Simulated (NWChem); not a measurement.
System: CHAlFNO2; SMILES O=C=[N][Al]([OH])[F]

The following NWChem deck was run.

```
start job
memory heap 200 mb stack 900 mb global 1100 mb
geometry units angstroms noautoz
  Al    -0.133724    -0.901021     0.397750
  F     -1.607465    -1.619660     0.207873
  N      0.119391     0.695206    -0.302699
  C      0.235300     1.782653    -0.799584
  O      0.357292     2.839252    -1.278910
  O      1.046292    -1.738147     1.252973
  H      1.939182    -1.449186     1.442318
end
basis spherical
  * library pcseg-2
end
dft
  xc xtpss03 ctpss03
  iterations 150
  semidirect filesize 400000000
  mulliken
end
task dft energy
```

NWChem printed, in part:

```
             Northwest Computational Chemistry Package (NWChem) 7.3.0
             --------------------------------------------------------

 CS  symmetry detected

                             Geometry "geometry" -> ""
                             -------------------------

 Output coordinates in angstroms (scale by  1.889725989 to convert to a.u.)

  No.       Tag          Charge          X              Y              Z
 ---- ---------------- ---------- -------------- -------------- --------------
    1 Al                  13.0000    -0.00140214    -0.92273544     0.00000000
    2 F                    9.0000    -1.46561559    -1.68463220     0.00000000
    3 N                    7.0000     0.02954742     0.83842279     0.00000000
    4 C                    6.0000    -0.00921420     2.03899252     0.00000000
    5 O                    8.0000    -0.03688773     3.20529895     0.00000000
    6 O                    8.0000     1.38253300    -1.87633256     0.00000000
    7 H                    1.0000     2.29205923    -1.57739525     0.00000000

 Effective nuclear repulsion energy (a.u.)     250.5236338299

      Symmetry information
      --------------------

 Group name             Cs
 Group number              2
 Group order               2
 No. of unique centers     7

                                 NWChem DFT Module
                                 -----------------

 Summary of "ao basis" -> "ao basis" (spherical)
 ------------------------------------------------------------------------------
       Tag                 Description            Shells   Functions and Types
 ---------------- ------------------------------  ------  ---------------------
 Al                         pcseg-2                 12       34   5s4p2d1f
 F                          pcseg-2                 10       30   4s3p2d1f
 N                          pcseg-2                 10       30   4s3p2d1f
 C                          pcseg-2                 10       30   4s3p2d1f
 O                          pcseg-2                 10       30   4s3p2d1f
 H                          pcseg-2                  6       14   3s2p1d

      Symmetry analysis of basis
      --------------------------

        a'        133
        a"         65

            General Information
            -------------------
          SCF calculation type: DFT
          Wavefunction type:  closed shell.
          No. of atoms     :     7
          No. of electrons :    52
           Alpha electrons :    26
            Beta electrons :    26
          Charge           :     0
          Spin multiplicity:     1
          Use of symmetry is: on ; symmetry adaption is: on
          Maximum number of iterations: 150
          AO basis - number of functions:   198
                     number of shells:    68
          Convergence on energy requested:  1.00D-06
          Convergence on density requested:  1.00D-05
          Convergence on gradient requested:  5.00D-04

              XC Information
              --------------
                  TPSS metaGGA Exchange Functional  1.000
             TPSS03 metaGGA Correlation Functional  1.000

             Grid Information
             ----------------
          Grid used for XC integration:  medium
          Radial quadrature: Mura-Knowles
          Angular quadrature: Lebedev.
          Tag              B.-S. Rad. Rad. Pts. Rad. Cut. Ang. Pts.
          ---              ---------- --------- --------- ---------
          Al                  1.25       88          11.0       590
          F                   0.50       49          12.0       434
          N                   0.65       49          11.0       434
          C                   0.70       49          12.0       434
          O                   0.60       49          14.0       434
          H                   0.35       45          12.0       434
          Grid pruning is: on
          Number of quadrature shells:   378
          Spatial weights used:  Erf1

      Superposition of Atomic Density Guess
      -------------------------------------

 Sum of atomic energies:        -583.32024614

      Non-variational initial energy
      ------------------------------

 Total energy =    -585.076603
 1-e energy   =   -1304.517551
 2-e energy   =     468.917314
 HOMO         =      -0.409582
 LUMO         =      -0.061132

      Symmetry analysis of molecular orbitals - initial
      -------------------------------------------------

  Numbering of irreducible representations:

     1 a'          2 a"

  Orbital symmetries:

     1 a'          2 a'          3 a'          4 a'          5 a'
     6 a'          7 a'          8 a'          9 a'         10 a"
    11 a'         12 a'         13 a'         14 a'         15 a'
    16 a'         17 a'         18 a"         19 a'         20 a'
    21 a"         22 a'         23 a'         24 a"         25 a"
    26 a'         27 a'         28 a"         29 a'         30 a'
    31 a'         32 a"         33 a'         34 a'         35 a"
    36 a'

------------------------------------------------------------
EAF file 0: "./job.aoints.0" size=248512512 bytes
------------------------------------------------------------
               write      read    awrite     aread      wait
               -----      ----    ------     -----      ----
     calls:      474         0         0         0         0
   data(b): 2.49e+08  0.00e+00  0.00e+00  0.00e+00
   time(s): 0.00e+00  0.00e+00  0.00e+00  0.00e+00  0.00e+00
rate(mb/s): 0.00e+00  0.00e+00
------------------------------------------------------------

     ---------------------------------------------
      Total Density - Mulliken Population Analysis
     ---------------------------------------------

    Atom       Charge   Shell Charges
 -----------   ------   -------------------------------------------------------
    1 Al  13    11.27   2.00  0.51  1.49  0.44  0.12  5.90  0.30  0.25  0.02  0.01  0.18  0.04
    2 F    9     9.68   2.00  0.65  0.97  0.32  2.51  2.49  0.74  0.00  0.00  0.00
    3 N    7     7.98   2.00  0.61  0.74  0.19  1.69  2.07  0.67  0.00  0.01  0.01
    4 C    6     4.80   2.00  0.56  0.25 -0.02  0.98  0.80  0.09  0.03  0.10  0.02
    5 O    8     8.69   2.00  0.65  0.87  0.30  2.07  2.19  0.59  0.00  0.03  0.00
    6 O    8     8.93   2.00  0.63  0.86  0.23  2.19  2.32  0.70  0.00  0.00  0.00
    7 H    1     0.65   0.32  0.23  0.02  0.02  0.06  0.01

   convergence    iter        energy       DeltaE   RMS-Dens  Diis-err
 ---------------- ----- ----------------- --------- --------- ---------
 d= 0,ls=0.0,diis     1   -586.4014993951 -8.37D+02  8.96D-03  1.75D+00
 d= 0,ls=0.0,diis     2   -585.8832709121  5.18D-01  6.02D-03  7.84D+00
 d= 0,ls=0.0,diis     3   -586.5667557776 -6.83D-01  1.92D-03  2.46D-01
 d= 0,ls=0.0,diis     4   -586.5563992515  1.04D-02  1.17D-03  3.23D-01
 d= 0,ls=0.0,diis     5   -586.5905283794 -3.41D-02  2.03D-04  5.07D-03
  Resetting Diis
 d= 0,ls=0.0,diis     6   -586.5908598261 -3.31D-04  7.94D-05  1.61D-03
 d= 0,ls=0.0,diis     7   -586.5910069066 -1.47D-04  2.78D-05  1.81D-05
 d= 0,ls=0.0,diis     8   -586.5910001723  6.73D-06  1.98D-05  8.18D-05
 d= 0,ls=0.0,diis     9   -586.5910083135 -8.14D-06  5.53D-06  5.59D-06
 d= 0,ls=0.0,diis    10   -586.5910087459 -4.32D-07  2.06D-06  9.55D-07

         Total DFT energy =     -586.591008745939
      One electron energy =    -1308.893039878449
           Coulomb energy =      531.026870043004
    Exchange-Corr. energy =      -59.248472740421
 Nuclear repulsion energy =      250.523633829927

 Numeric. integr. density =       52.000004794595

                  Occupations of the irreducible representations
                  ----------------------------------------------

                     irrep           alpha         beta
                     --------     --------     --------
                     a'               21.0         21.0
                     a"                5.0          5.0

                       DFT Final Molecular Orbital Analysis
                       ------------------------------------

 Vector   24  Occ=2.000000D+00  E=-3.084258D-01  Symmetry=a"
              MO Center=  1.2D+00, -1.6D+00,  7.7D-16, r^2= 2.0D+00
   Bfn.  Coefficient  Atom+Function         Bfn.  Coefficient  Atom+Function
  ----- ------------  ---------------      ----- ------------  ---------------
   161      0.441634  6 O  pz               164      0.376522  6 O  pz
   167      0.249071  6 O  pz                41     -0.091975  2 F  pz
    14      0.090937  1 Al pz               131     -0.086913  5 O  pz
    71      0.082595  3 N  pz                74      0.077264  3 N  pz
   134     -0.073741  5 O  pz                44     -0.073230  2 F  pz

 Vector   25  Occ=2.000000D+00  E=-2.856812D-01  Symmetry=a"
              MO Center=  1.1D-01,  1.4D+00, -3.2D-16, r^2= 3.2D+00
   Bfn.  Coefficient  Atom+Function         Bfn.  Coefficient  Atom+Function
  ----- ------------  ---------------      ----- ------------  ---------------
    71      0.329286  3 N  pz               131     -0.311875  5 O  pz
    74      0.303425  3 N  pz               134     -0.266707  5 O  pz
    77      0.223242  3 N  pz               137     -0.149812  5 O  pz
   161     -0.143032  6 O  pz               164     -0.121169  6 O  pz
   167     -0.087731  6 O  pz               101      0.051497  4 C  pz

 Vector   26  Occ=2.000000D+00  E=-2.805324D-01  Symmetry=a'
              MO Center=  7.2D-02,  1.5D+00, -2.2D-16, r^2= 3.1D+00
   Bfn.  Coefficient  Atom+Function         Bfn.  Coefficient  Atom+Function
  ----- ------------  ---------------      ----- ------------  ---------------
    69      0.335585  3 N  px               129     -0.312887  5 O  px
    72      0.309739  3 N  px               132     -0.268352  5 O  px
    75      0.217014  3 N  px               135     -0.153073  5 O  px
   160     -0.127977  6 O  py               163     -0.106866  6 O  py
    40      0.076623  2 F  py               166     -0.065597  6 O  py

 Vector   27  Occ=0.000000D+00  E=-5.750074D-02  Symmetry=a'
              MO Center=  3.7D-01, -9.2D-01,  6.9D-15, r^2= 5.0D+00
   Bfn.  Coefficient  Atom+Function         Bfn.  Coefficient  Atom+Function
  ----- ------------  ---------------      ----- ------------  ---------------
     5      1.442980  1 Al s                158     -0.508120  6 O  s
    68     -0.482097  3 N  s                 76      0.453063  3 N  py
   187      0.309723  7 H  s                  4      0.300472  1 Al s
    38     -0.228045  2 F  s                  3     -0.213428  1 Al s
    13      0.212028  1 Al py               128     -0.160350  5 O  s

 Vector   28  Occ=0.000000D+00  E=-4.181961D-02  Symmetry=a"
              MO Center=  8.1D-04,  1.2D-01,  6.5D-14, r^2= 5.3D+00
   Bfn.  Coefficient  Atom+Function         Bfn.  Coefficient  Atom+Function
  ----- ------------  ---------------      ----- ------------  ---------------
    14      0.487167  1 Al pz                17      0.430923  1 Al pz
   104     -0.318586  4 C  pz               101     -0.265935  4 C  pz
   107     -0.215298  4 C  pz               137      0.199849  5 O  pz
   131      0.183450  5 O  pz               134      0.167540  5 O  pz
     8     -0.158894  1 Al pz               167     -0.158280  6 O  pz

 Vector   29  Occ=0.000000D+00  E=-7.457425D-03  Symmetry=a'
              MO Center=  2.3D-01,  7.0D-01, -2.2D-14, r^2= 6.2D+00
   Bfn.  Coefficient  Atom+Function         Bfn.  Coefficient  Atom+Function
  ----- ------------  ---------------      ----- ------------  ---------------
   102     -0.423716  4 C  px                15      0.418747  1 Al px
   187      0.348496  7 H  s                  5     -0.343285  1 Al s
    99     -0.341442  4 C  px               105     -0.296460  4 C  px
   158     -0.282020  6 O  s                135      0.255797  5 O  px
   129      0.220891  5 O  px                12      0.216400  1 Al px

------------------------------------------------------------
EAF file 0: "./job.aoints.0" size=417857536 bytes
------------------------------------------------------------
               write      read    awrite     aread      wait
               -----      ----    ------     -----      ----
     calls:      797         9         0      7164      7164
   data(b): 4.18e+08  4.72e+06  0.00e+00  3.76e+09
   time(s): 0.00e+00  0.00e+00  0.00e+00  0.00e+00  0.00e+00
rate(mb/s): 0.00e+00  0.00e+00
------------------------------------------------------------

     ---------------------------------------------
      Total Density - Mulliken Population Analysis
     ---------------------------------------------

    Atom       Charge   Shell Charges
 -----------   ------   -------------------------------------------------------
    1 Al  13    11.75   2.00  0.50  1.49  0.53  0.05  5.89  0.45  0.42  0.04  0.02  0.32  0.05
    2 F    9     9.48   2.00  0.64  0.93  0.38  2.38  2.24  0.91  0.00  0.01  0.00
    3 N    7     7.62   2.00  0.57  0.71  0.23  1.64  1.80  0.63  0.00  0.02  0.01
    4 C    6     5.44   2.00  0.56  0.30 -0.04  1.37  0.99  0.09  0.03  0.13  0.02
    5 O    8     8.31   2.00  0.64  0.87  0.33  2.00  1.89  0.54  0.01  0.03  0.00
    6 O    8     8.61   2.00  0.61  0.83  0.30  2.04  2.01  0.81  0.00  0.01  0.00
    7 H    1     0.78   0.41  0.26  0.01  0.02  0.08  0.01

     -------------------------------------------
      Total Density - Lowdin Population Analysis
     -------------------------------------------

    Atom       Charge   Shell Charges
 -----------   ------   -------------------------------------------------------
    1 Al  13    12.21   1.99  0.78  1.12  0.33  0.13  5.68  0.67  0.59  0.16  0.02  0.55  0.19
    2 F    9     9.27   1.99  0.66  0.72  0.40  2.25  2.24  1.00  0.00  0.01  0.00
    3 N    7     7.23   1.98  0.47  0.46  0.24  1.49  1.71  0.78  0.00  0.08  0.02
    4 C    6     6.09   1.96  0.39  0.30  0.13  1.17  1.12  0.36  0.04  0.56  0.06
    5 O    8     7.98   1.99  0.58  0.59  0.32  1.84  1.87  0.71  0.00  0.07  0.02
    6 O    8     8.13   1.99  0.54  0.55  0.29  1.86  1.94  0.93  0.00  0.02  0.00
    7 H    1     1.09   0.35  0.27  0.07  0.04  0.29  0.07

     Multipole analysis of the density
     ---------------------------------

     L   x y z        total         alpha         beta         nuclear
     -   - - -        -----         -----         ----         -------
     0   0 0 0      0.000000    -26.000000    -26.000000     52.000000

     1   1 0 0      0.816330      0.408165      0.408165      0.000000
     1   0 1 0     -0.131587     -0.065793     -0.065793     -0.000000
     1   0 0 1      0.000000      0.000000      0.000000      0.000000

     2   2 0 0    -27.231476    -84.848667    -84.848667    142.465857
     2   1 1 0     -1.683910      4.542124      4.542124    -10.768157
     2   1 0 1     -0.000000     -0.000000     -0.000000      0.000000
     2   0 2 0    -38.396881   -339.381692   -339.381692    640.366502
     2   0 1 1     -0.000000     -0.000000     -0.000000      0.000000
     2   0 0 2    -25.629362    -12.814681    -12.814681      0.000000
```

Level: TPSS/pcseg-2. Coordinates come from a PBE0/def2-SVP optimisation.
